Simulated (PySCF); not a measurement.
## EPR parameters of C5H12ClSi

Compound: C5H12ClSi (doublet state).
Numbering: `[CH3:1][SiH2:2][C@H:3]([CH3:4])[CH:5][CH2:6][Cl:7]` (hydrogens: H8, H9, H10 on C1; H11, H12 on Si2; H13 on C3; H14, H15, H16 on C4; H17 on C5; H18, H19 on C6)

Structure used (GFN2-xTB), in Å, numbered top down from 1:
```xyz
19
C5H12ClSi angstrom
C      2.0075    1.3936   -0.1273
Si     1.4044   -0.3770    0.1638
C     -0.4812   -0.3140    0.7183
C     -0.7604   -1.4422    1.7053
C     -1.3369   -0.3901   -0.4589
C     -1.6721    0.7274   -1.2639
Cl    -0.3819    0.9327   -2.7404
H      1.8597    2.0199    0.7490
H      1.4888    1.8552   -0.9615
H      3.0682    1.3966   -0.3589
H      2.1324   -0.9779    1.2923
H      1.5220   -1.2379   -1.0112
H     -0.6141    0.6511    1.2157
H     -0.1064   -1.3725    2.5705
H     -1.7920   -1.3940    2.0517
H     -0.6048   -2.4108    1.2364
H     -1.5830   -1.3749   -0.8273
H     -2.5802    0.6286   -1.8478
H     -1.5799    1.6955   -0.7836
```

The hyperfine couplings belong to this conformer and change with its torsions.

The calculation used UKS B3LYP, pcH-1 on C Cl H Si, non-relativistic, mean-field spin-orbit, GIAO in PySCF 2.14.0. The structure is a single GFN2-xTB conformer in the gas phase; no vibrational or solvent corrections. Couplings are sensitive to structure, and on GFN2-xTB geometries they can be far from those on DFT ones. Stability of the SCF solution: not tested.

```json
{
 "g1, g2, g3": "2.00208, 2.00343, 2.00595",
 "g_iso": "2.00382",
 "Form of g": "rhombic: the two nearest values differ by 35 % of g3 − g1",
 "⟨S²⟩": "0.7557 (exact 0.7500)",
 "HOMO–LUMO gap, α and β orbitals": "5.66, 4.96 eV"
}
```

Hyperfine couplings atom by atom, in MHz; T1 to T3 are the principal values of the dipolar part; ρ(0) is the spin density at the nucleus:

| atom | isotope | a_iso | of which spin–orbit | T1 | T2 | T3 | Mulliken spin population | ρ(0) (bohr⁻³) |
| --- | --- | --- | --- | --- | --- | --- | --- | --- |
| C1 | 13C | 0.3 | 0.0 | -0.8 | -0.5 | 1.3 | 0.00 | 0.0003 |
| Si2 | 29Si | -100.8 | 0.1 | -22.6 | 10.8 | 11.8 | 0.07 | 0.1136 |
| C3 | 13C | -23.0 | 0.0 | -4.9 | -1.8 | 6.7 | -0.04 | -0.0205 |
| C4 | 13C | 21.6 | 0.0 | -2.2 | -1.7 | 3.9 | 0.01 | 0.0192 |
| C5 | 13C | 66.6 | 0.0 | -63.6 | -62.9 | 126.6 | 0.79 | 0.0592 |
| C6 | 13C | 15.2 | -0.1 | -3.4 | 0.2 | 3.2 | -0.04 | 0.0137 |
| Cl7 | 35Cl | 58.7 | 1.7 | -39.8 | -38.8 | 78.6 | 0.20 | 0.1299 |
| H8 | 1H | -0.1 | 0.0 | -1.0 | -0.9 | 1.9 | 0.00 | 0.0000 |
| H9 | 1H | -0.3 | 0.0 | -2.0 | -0.5 | 2.4 | 0.00 | -0.0001 |
| H10 | 1H | 4.4 | 0.0 | -0.9 | -0.5 | 1.4 | 0.00 | 0.0010 |
| H11 | 1H | 23.6 | 0.0 | -2.1 | -0.7 | 2.9 | 0.01 | 0.0053 |
| H12 | 1H | -3.0 | 0.0 | -3.0 | -1.3 | 4.3 | 0.00 | -0.0007 |
| H13 | 1H | 38.9 | 0.0 | -4.0 | -3.4 | 7.4 | 0.01 | 0.0087 |
| H14 | 1H | -0.8 | 0.0 | -2.1 | -1.4 | 3.5 | 0.00 | -0.0002 |
| H15 | 1H | 0.7 | 0.0 | -3.5 | -2.0 | 5.5 | 0.01 | 0.0002 |
| H16 | 1H | 0.1 | 0.0 | -2.6 | -2.3 | 4.9 | 0.00 | 0.0000 |
| H17 | 1H | -47.4 | 0.0 | -29.4 | -1.3 | 30.7 | -0.03 | -0.0106 |
| H18 | 1H | 31.2 | 0.0 | -6.9 | -1.1 | 7.9 | 0.01 | 0.0070 |
| H19 | 1H | 7.0 | 0.0 | -5.5 | -2.1 | 7.6 | 0.00 | 0.0016 |

The largest Mulliken spin populations are on C5 (+0.79), Cl7 (+0.20) and Si2 (+0.07). The angles at C5 add up to 359.1°, so it is planar; its axial dipolar tensor and the negative coupling of its proton fit spin in a p orbital normal to that plane.

Axes: g1 points within 11° of the C6–Cl7 bond.

Under fast tumbling the dipolar parts average out, and these isotropic splittings remain (the largest six): 1 × 35Cl (Cl7, I = 3/2, 4 lines) with 2.09 mT, 1 × 1H (H17, I = 1/2, 2 lines) with 1.69 mT, 1 × 1H (H13, I = 1/2, 2 lines) with 1.39 mT, 1 × 1H (H18, I = 1/2, 2 lines) with 1.11 mT, 1 × 1H (H11, I = 1/2, 2 lines) with 0.84 mT and 1 × 1H (H19, I = 1/2, 2 lines) with 0.25 mT.

Means are taken over nuclei equivalent by connectivity, which assumes that they swap fast.

Main isotope only: 35Cl (natural samples also hold 24 % 37Cl, magnetic too, which adds its own pattern).

The 13C coupling of C5 (66.6 MHz) shows only in satellite lines or after enrichment, since that isotope makes up about 1.07 % of natural carbon.

The 29Si coupling of Si2 (-100.8 MHz) shows only in satellite lines or after enrichment, since that isotope makes up about 4.7 % of natural silicon.
